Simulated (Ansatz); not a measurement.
Ansatz results at the PBE0-D4/def2-TZVP geometry: HOMO–LUMO gap (PBE/def2-TZVPP) 4.17 eV; zero-point energy (PBE0-D4/def2-TZVP) 189.8 kJ/mol; HOMO–LUMO gap (PBE0/def2-TZVPP) 6.11 eV.

Which molecule gave them?
A. `OC1=NCC1`
B. `BC(O)O`
C. `C1=NCC1`
D. `[SiH3][CH]1[NH][GeH2]1`

D. The others give `BC(O)O`: 6.03, 180.5, 8.37; `OC1=NCC1`: 5.78, 212.8, 8.34; `C1=NCC1`: 4.69, 197.8, 7.36.
